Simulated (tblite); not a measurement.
Compound: C4H14SeSi2.
SMILES with atom numbers: `[CH3:1][CH2:2][Si@H:3]([CH3:4])[Se:5][SiH2:6][CH3:7]` (hydrogens: H8, H9, H10 on C1; H11, H12 on C2; H13 on Si3; H14, H15, H16 on C4; H17, H18 on Si6; H19, H20, H21 on C7)

Computed with GFN2-xTB (tblite), gas phase: L-BFGS steps from a force-field or distance-geometry start until the largest atomic force falls under 0.01 eV/Å.

Step 12: E = -608.8064 eV
```
atom  x, y, z in Å  |  force x, y, z in eV/Å
C1     -3.4890   -0.5722   -0.1275   -0.003  -0.026   0.057
C2     -2.2243   -1.4074    0.0853    0.086   0.125   0.023
Si3    -0.7765   -0.3051    0.6954    0.040  -0.088  -0.032
C4     -1.0848    1.4884    0.1340    0.006  -0.080  -0.010
Se5     1.2000   -1.1089   -0.2026   -0.031   0.036  -0.005
Si6     2.7258    0.6207   -0.0263   -0.207  -0.163  -0.061
C7      4.4142   -0.2367   -0.0120   -0.074   0.062  -0.008
H8     -3.4979   -0.1065   -1.1096    0.037  -0.058  -0.020
H9     -4.3838   -1.1783   -0.0290   -0.050  -0.122  -0.101
H10    -3.5591    0.2241    0.6060   -0.040   0.005   0.124
H11    -2.4188   -2.1952    0.8161    0.024   0.115   0.017
H12    -1.9615   -1.9222   -0.8410    0.012   0.050   0.024
H13    -0.6135   -0.3883    2.1576   -0.019   0.031  -0.066
H14    -1.5878    1.4626   -0.8250   -0.020   0.112  -0.122
H15    -1.7363    1.9985    0.8334   -0.017   0.042   0.036
H16    -0.1840    2.0812    0.0187    0.082  -0.064   0.061
H17     2.3922    1.3380    1.2046    0.062   0.011  -0.008
H18     2.5227    1.4793   -1.1961    0.042  -0.001   0.044
H19     4.4899   -0.9413   -0.8372   -0.015   0.009   0.031
H20     5.2237    0.4797   -0.1040    0.027  -0.004   0.047
H21     4.5400   -0.7934    0.9134    0.060   0.008  -0.033
```

Step 13: E = -608.8128 eV
```
atom  x, y, z in Å  |  force x, y, z in eV/Å
C1     -3.4938   -0.5784   -0.1268   -0.064   0.046   0.038
C2     -2.2251   -1.4008    0.0867    0.070   0.008   0.013
Si3    -0.7791   -0.3016    0.6914    0.129  -0.083  -0.014
C4     -1.0788    1.4914    0.1344   -0.044   0.009  -0.048
Se5     1.2018   -1.1089   -0.2004   -0.063   0.002  -0.019
Si6     2.7262    0.6172   -0.0274   -0.247  -0.161  -0.034
C7      4.4127   -0.2337   -0.0113    0.015   0.015  -0.008
H8     -3.5016   -0.1080   -1.1065    0.036  -0.038  -0.024
H9     -4.3855   -1.1922   -0.0391   -0.021  -0.107  -0.084
H10    -3.5720    0.2134    0.6112   -0.059   0.004   0.116
H11    -2.4175   -2.1854    0.8211    0.039   0.089   0.023
H12    -1.9641   -1.9190   -0.8378    0.027   0.035   0.016
H13    -0.6058   -0.3898    2.1503   -0.030   0.035  -0.029
H14    -1.5791    1.4719   -0.8273   -0.011   0.100  -0.099
H15    -1.7322    2.0045    0.8314    0.000   0.019   0.026
H16    -0.1770    2.0837    0.0222    0.082  -0.077   0.069
H17     2.3869    1.3315    1.1994    0.056   0.047   0.055
H18     2.5157    1.4746   -1.1908    0.041   0.047  -0.032
H19     4.4906   -0.9371   -0.8355   -0.026  -0.036  -0.013
H20     5.2276    0.4751   -0.1029    0.028   0.059   0.045
H21     4.5410   -0.7916    0.9117    0.043  -0.014   0.007
```

Step 14: E = -608.8194 eV
```
atom  x, y, z in Å  |  force x, y, z in eV/Å
C1     -3.5000   -0.5843   -0.1253   -0.097   0.090   0.012
C2     -2.2250   -1.3933    0.0884    0.016  -0.089   0.000
Si3    -0.7794   -0.2991    0.6868    0.166  -0.020  -0.006
C4     -1.0731    1.4948    0.1340   -0.074   0.085  -0.078
Se5     1.2025   -1.1091   -0.1985   -0.093  -0.069  -0.048
Si6     2.7221    0.6104   -0.0291   -0.204  -0.106   0.007
C7      4.4114   -0.2303   -0.0108    0.076  -0.032  -0.005
H8     -3.5049   -0.1102   -1.1037    0.027  -0.011  -0.005
H9     -4.3876   -1.2089   -0.0515    0.033  -0.066  -0.059
H10    -3.5871    0.2020    0.6190   -0.081  -0.018   0.080
H11    -2.4154   -2.1735    0.8271    0.054   0.049   0.034
H12    -1.9662   -1.9151   -0.8342    0.038   0.016   0.006
H13    -0.5981   -0.3907    2.1420   -0.035   0.038   0.017
H14    -1.5699    1.4838   -0.8317    0.010   0.086  -0.053
H15    -1.7277    2.0114    0.8298    0.026  -0.016   0.000
H16    -0.1681    2.0848    0.0274    0.061  -0.093   0.071
H17     2.3824    1.3256    1.1952    0.051   0.063   0.091
H18     2.5089    1.4707   -1.1861    0.037   0.077  -0.089
H19     4.4908   -0.9334   -0.8339   -0.029  -0.063  -0.045
H20     5.2323    0.4714   -0.1009   -0.002   0.106   0.036
H21     4.5429   -0.7900    0.9102    0.022  -0.027   0.034
```

Step 15: E = -608.8257 eV
```
atom  x, y, z in Å  |  force x, y, z in eV/Å
C1     -3.5073   -0.5891   -0.1235   -0.078   0.082  -0.011
C2     -2.2247   -1.3867    0.0902   -0.038  -0.119  -0.005
Si3    -0.7769   -0.2968    0.6818    0.122   0.061  -0.007
C4     -1.0685    1.4993    0.1322   -0.066   0.111  -0.082
Se5     1.2014   -1.1109   -0.1976   -0.107  -0.153  -0.084
Si6     2.7144    0.6016   -0.0308   -0.087  -0.010   0.038
C7      4.4113   -0.2275   -0.0103    0.078  -0.060  -0.003
H8     -3.5076   -0.1124   -1.1012    0.012   0.023   0.024
H9     -4.3891   -1.2268   -0.0649    0.085  -0.014  -0.030
H10    -3.6036    0.1905    0.6284   -0.100  -0.048   0.029
H11    -2.4123   -2.1612    0.8340    0.062   0.000   0.045
H12    -1.9676   -1.9110   -0.8308    0.040  -0.007  -0.002
H13    -0.5913   -0.3908    2.1344   -0.036   0.042   0.056
H14    -1.5608    1.4974   -0.8373    0.028   0.072  -0.009
H15    -1.7230    2.0179    0.8284    0.045  -0.044  -0.026
H16    -0.1580    2.0841    0.0339    0.029  -0.096   0.065
H17     2.3790    1.3210    1.1928    0.046   0.056   0.092
H18     2.5031    1.4682   -1.1830    0.033   0.073  -0.103
H19     4.4905   -0.9309   -0.8334   -0.020  -0.066  -0.050
H20     5.2369    0.4700   -0.0983   -0.056   0.123   0.025
H21     4.5452   -0.7889    0.9094    0.004  -0.028   0.037
```

Question: Estimate the geometry and energy of step 16. (The exact step hangs on the optimiser's Hessian estimate; all steps are aligned on step 15, rigid shifts and turns removed.)

Answer: E = -608.8313 eV, largest force 0.250 eV/Å
```
atom  x, y, z in Å  |  force x, y, z in eV/Å
C1     -3.5142   -0.5923   -0.1221   -0.016   0.033  -0.021
C2     -2.2251   -1.3822    0.0917   -0.053  -0.078   0.001
Si3    -0.7727   -0.2938    0.6771    0.020   0.105  -0.009
C4     -1.0654    1.5044    0.1293   -0.023   0.080  -0.059
Se5     1.1982   -1.1154   -0.1986   -0.096  -0.202  -0.111
Si6     2.7061    0.5935   -0.0318    0.044   0.077   0.045
C7      4.4122   -0.2262   -0.0100    0.030  -0.062  -0.003
H8     -3.5094   -0.1138   -1.0989   -0.004   0.057   0.046
H9     -4.3890   -1.2424   -0.0768    0.103   0.026  -0.008
H10    -3.6193    0.1801    0.6372   -0.109  -0.066  -0.014
H11    -2.4086   -2.1508    0.8412    0.061  -0.041   0.046
H12    -1.9678   -1.9075   -0.8283    0.031  -0.028  -0.001
H13    -0.5863   -0.3899    2.1289   -0.033   0.048   0.069
H14    -1.5530    1.5105   -0.8428    0.036   0.064   0.010
H15    -1.7187    2.0227    0.8270    0.044  -0.050  -0.037
H16    -0.1486    2.0814    0.0407    0.007  -0.075   0.049
H17     2.3773    1.3182    1.1925    0.042   0.033   0.070
H18     2.4990    1.4676   -1.1822    0.032   0.039  -0.074
H19     4.4897   -0.9300   -0.8339   -0.001  -0.047  -0.031
H20     5.2395    0.4714   -0.0956   -0.111   0.107   0.012
H21     4.5474   -0.7886    0.9097   -0.005  -0.022   0.021
```

The energy changes by -0.0056 eV. The first-order estimate −F·Δx gives -0.0077 eV and the mean of the old and new forces, exact on a quadratic surface, -0.0056 eV. The step makes an angle of 70° with the force vector and moves no atom by more than 0.021 Å.

What follows is the cost of the whole relaxation. On an Arm Neoverse N1 with one thread, shared host with 64 logical CPUs at a one-minute load of 55, this took 2.8 s wall.
